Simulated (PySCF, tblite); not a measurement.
Compound: C₆H₁₁BO₂.
Z-matrix (Å and degrees, PBE0-D3(BJ)/def2-SVP geometry), rows numbered from 1:
```
C 
C   1  1.3354
C   2  1.4990  1  122.94
C   2  1.5097  1  121.34  3  -178.66
C   4  1.5274  2  112.92  1  -116.65
C   5  1.5157  4  110.19  2   175.81
O   6  1.4114  5  111.81  4   -52.14
B   7  1.3573  6  119.81  5    25.91
O   8  1.3594  7  123.06  6     1.36
H   1  1.0934  2  120.94  3    -0.84
H   1  1.0910  2  120.74  3   178.63
H   3  1.0982  2  111.12  1    -2.18
H   3  1.1026  2  112.07  1   118.32
H   3  1.1036  2  111.08  1  -122.43
H   4  1.1093  2  107.34  1   124.08
H   5  1.0999  4  110.82  2   -62.50
H   5  1.1035  4  108.41  2    55.16
H   6  1.1049  5  110.32  4    69.12
H   6  1.1011  5  110.80  4  -172.42
H   8  1.2054  7  118.57  6  -178.66
```

Jobs on this species (20 atoms, 68 electrons) with PySCF (density fitting) and tblite. Hardware of each: one thread, Arm Neoverse N1 (aarch64), no GPU (shared host). Other jobs ran on the host; a repeat could differ by tens of per cent or more.

Question: Rank these jobs by wall time, shortest first.
A. PBE/pcSseg-1; shieldings, ring-centre shieldings; 208 basis functions
B. GFN2-xTB; L-BFGS relaxation
C. PBE0-D3(BJ)/def2-SVP, grid level 1; geometry optimisation from a GFN2-xTB start shaken at random; 181 basis functions
D. GFN2-xTB; Hessian by finite differences

Answer: D (1.2 s), B (2.1 s), A (88 s), C (4.2 min).

All jobs:

```tsv
level and settings	work	basis functions	SCF cycles	wall time
GFN2-xTB	Hessian by finite differences	–	–	1.2 s
GFN2-xTB	L-BFGS relaxation	–	–	2.1 s
PBE0/pcSseg-1	shieldings, ring-centre shieldings, charges and field gradients	208	14	67 s
PBE0/pcSseg-1, IEF-PCM chloroform	shieldings, ring-centre shieldings, charges and field gradients	208	14	69 s
PBE/pcSseg-1	shieldings, ring-centre shieldings	208	16	88 s
PBE0-D3(BJ)/def2-SVP, grid level 1	geometry optimisation from a GFN2-xTB start shaken at random	181	64	4.2 min
CAM-B3LYP/def2-SVPD	10 singlets by full TDDFT, 4 Tamm–Dancoff triplets, polarisability, ΔSCF ions	274	13	5.3 min
```

What do all jobs in the table cost together?

About 13 min; the longest takes about 40 % of that, and about 260 times as long as the shortest.
